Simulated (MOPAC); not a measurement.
A run for MOPAC: PM3 on CH4O2S (a complex).

```
PM3 1SCF PRECISE CHARGE=0 THREADS=1
CH4O2S

C     -0.02306616 1     0.00422561 1    -0.17709725 1
H     -0.03907513 1     0.12355951 1    -1.25930005 1
H      0.86418262 1    -0.56111658 1     0.10647399 1
H      0.00303375 1     0.98590100 1     0.29381095 1
H     -0.92088547 1    -0.52784440 1     0.13624174 1
O     -1.18127119 1     0.41576998 1     3.32917710 1
S      0.02150915 1    -0.36839080 1     3.24468627 1
O      1.29227550 1     0.30419351 1     3.28348486 1
```

It printed:

```
*******************************************************************************
 **                                                                           **
 **                              MOPAC v23.2.5                                **
 **                                                                           **
 *******************************************************************************
 ** MOPAC's Digital Object Identifier: https://doi.org/10.5281/zenodo.6511958 **
 **                                                                           **
 ** Please cite the open-source release paper for use of this MOPAC version:  **
 ** J. E. Moussa and J. J. P. Stewart (2026)                                  **
 ** MOPAC: An open-source semiempirical molecular orbital program             **
 ** J. Open Source Softw., 11(119), 8025, https://doi.org/10.21105/joss.08025 **
 *******************************************************************************

                              PM3 CALCULATION RESULTS

 *******************************************************************************
 *  PM3        - The PM3 Hamiltonian to be used
 *
 *
 *
 *                 CHARGE ON SYSTEM = 0
 *
 *
 *
 *  PRECISE    - TIGHTER CRITERIA TO BE USED
 *  1SCF       - DO 1 SCF AND THEN STOP
 *  THREADS=1  - MULTI-THREADING NOT USED
 *  T=         - A TIME OF 172800.0 SECONDS REQUESTED
 *  DUMP=N     - RESTART FILE WRITTEN EVERY 7200.0 SECONDS REQUESTED
 *******************************************************************************
PM3 1SCF PRECISE CHARGE=0 THREADS=1
 CH4O2S

   ATOM   CHEMICAL          X               Y               Z
  NUMBER   SYMBOL      (ANGSTROMS)     (ANGSTROMS)     (ANGSTROMS)

     1       C         -0.02306616  *   0.00422561  *  -0.17709725  *
     2       H         -0.03907513  *   0.12355951  *  -1.25930005  *
     3       H          0.86418262  *  -0.56111658  *   0.10647399  *
     4       H          0.00303375  *   0.98590100  *   0.29381095  *
     5       H         -0.92088547  *  -0.52784440  *   0.13624174  *
     6       O         -1.18127119  *   0.41576998  *   3.32917710  *
     7       S          0.02150915  *  -0.36839080  *   3.24468627  *
     8       O          1.29227550  *   0.30419351  *   3.28348486  *



          CARTESIAN COORDINATES

    NO.       ATOM           X           Y           Z

     1         C         -0.0231      0.0042     -0.1771
     2         H         -0.0391      0.1236     -1.2593
     3         H          0.8642     -0.5611      0.1065
     4         H          0.0030      0.9859      0.2938
     5         H         -0.9209     -0.5278      0.1362
     6         O         -1.1813      0.4158      3.3292
     7         S          0.0215     -0.3684      3.2447
     8         O          1.2923      0.3042      3.2835

  H: (PM3): J. J. P. STEWART, J. COMP. CHEM. 10, 209 (1989).
  C: (PM3): J. J. P. STEWART, J. COMP. CHEM. 10, 209 (1989).
  O: (PM3): J. J. P. STEWART, J. COMP. CHEM. 10, 209 (1989).
  S: (PM3): J. J. P. STEWART, J. COMP. CHEM. 10, 209 (1989).

           Empirical Formula: C H4 O2 S  =     8 atoms



      MOLECULAR POINT GROUP   :   Cs


      RHF CALCULATION, NO. OF DOUBLY OCCUPIED LEVELS = 13


 -------------------------------------------------------------------------------
 PM3 1SCF PRECISE CHARGE=0 THREADS=1
 CH4O2S



     1SCF WAS SPECIFIED, SO BFGS WAS NOT USED
     SCF FIELD WAS ACHIEVED


                              PM3 CALCULATION
                                                       MOPAC v23.2.5 Linux




          FINAL HEAT OF FORMATION =        -58.64029 KCAL/MOL =    -245.35097 KJ/MOL


          COSMO AREA              =        114.58 SQUARE ANGSTROMS
          COSMO VOLUME            =         98.81 CUBIC ANGSTROMS

          IONIZATION POTENTIAL    =         10.114005 EV
          HOMO LUMO ENERGIES (EV) =        -10.114 -1.541
          NO. OF FILLED LEVELS    =         13
          MOLECULAR WEIGHT        =         80.1014         POINT GROUP:  Cs

          MOLECULAR DIMENSIONS (Angstroms)

            Atom       Atom       Distance
            O     6    H     2     4.73752
            O     8    H     5     2.98518
            H     3    H     4     1.65939


          SCF CALCULATIONS        =          1





   ATOM   CHEMICAL          X               Y               Z
  NUMBER   SYMBOL      (ANGSTROMS)     (ANGSTROMS)     (ANGSTROMS)

     1       C         -0.02306616  *   0.00422561  *  -0.17709725  *
     2       H         -0.03907513  *   0.12355951  *  -1.25930005  *
     3       H          0.86418262  *  -0.56111658  *   0.10647399  *
     4       H          0.00303375  *   0.98590100  *   0.29381095  *
     5       H         -0.92088547  *  -0.52784440  *   0.13624174  *
     6       O         -1.18127119  *   0.41576998  *   3.32917710  *
     7       S          0.02150915  *  -0.36839080  *   3.24468627  *
     8       O          1.29227550  *   0.30419351  *   3.28348486  *

                             CARTESIAN COORDINATES

   1    C       -0.023066160     0.004225610    -0.177097250
   2    H       -0.039075130     0.123559510    -1.259300050
   3    H        0.864182620    -0.561116580     0.106473990
   4    H        0.003033750     0.985901000     0.293810950
   5    H       -0.920885470    -0.527844400     0.136241740
   6    O       -1.181271190     0.415769980     3.329177100
   7    S        0.021509150    -0.368390800     3.244686270
   8    O        1.292275500     0.304193510     3.283484860


           Empirical Formula: C H4 O2 S  =     8 atoms



      MOLECULAR POINT GROUP   :   Cs


                  EIGENVALUES
 -38.05097 -36.75842 -30.18155 -21.19909 -16.71843 -16.59279 -15.96720 -13.98616
 -13.92281 -13.84430 -12.64624 -12.08572 -10.11401  -1.54089   1.22803   2.53904
   3.90828   4.26475   4.28628   4.31293


              NET ATOMIC CHARGES AND DIPOLE CONTRIBUTIONS

  ATOM NO.   TYPE          CHARGE      No. of ELECS.   s-Pop       p-Pop
    1          C          -0.124193        4.1242     1.11454     3.00965
    2          H           0.035804        0.9642     0.96420
    3          H           0.028102        0.9719     0.97190
    4          H           0.034519        0.9655     0.96548
    5          H           0.027579        0.9724     0.97242
    6          O          -0.645984        6.6460     1.87584     4.77015
    7          S           1.290163        4.7098     1.77419     2.93564
    8          O          -0.645990        6.6460     1.87584     4.77015
 DIPOLE           X         Y         Z       TOTAL
 POINT-CHG.    -0.209    -4.480    -0.441     4.507
 HYBRID         0.087     1.885     0.134     1.891
 SUM           -0.122    -2.596    -0.306     2.616


          ATOMIC ORBITAL ELECTRON POPULATIONS

     Atom    s        px        py        pz
    1  C   1.11454   0.99365   1.00251   1.01350
    2  H   0.96420
    3  H   0.97190
    4  H   0.96548
    5  H   0.97242
    6  O   1.87584   1.40963   1.81590   1.54462
    7  S   1.77419   0.80551   1.21288   0.91726
    8  O   1.87584   1.37289   1.85142   1.54584

 **********************
 *                    *
 * JOB ENDED NORMALLY *
 *                    *
 **********************




 == MOPAC DONE ==
```

The run finished.

Cost: very roughly 0.03 core-seconds.
